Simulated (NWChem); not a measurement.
C₄H₄N₂; SMILES C1=NC(=C)N=C1

Results from NWChem. Coordinates come from a B3LYP/6-31G* (spherical d) optimisation. Total energies of different functionals are on different scales.

```csv
level,energy (Ha),highest occupied level (eV),orbital gap (eV),dipole (D)
PBE/def2-TZVP,-264.0634,-6.54,2.87,0.49
B3LYP/def2-TZVP,-264.3854,___,___,0.59
"LDA (Slater exchange, VWN5)/def2-TZVP",-262.0950,-6.69,2.76,0.49
PW6B95/def2-TZVP,-264.7171,-8.12,5.43,0.60
Hartree-Fock/def2-TZVP,-262.7434,-9.83,10.71,1.05
```

Complete the blanks.


- B3LYP/def2-TZVP, highest occupied level (eV): -7.85
- B3LYP/def2-TZVP, orbital gap (eV): 4.87
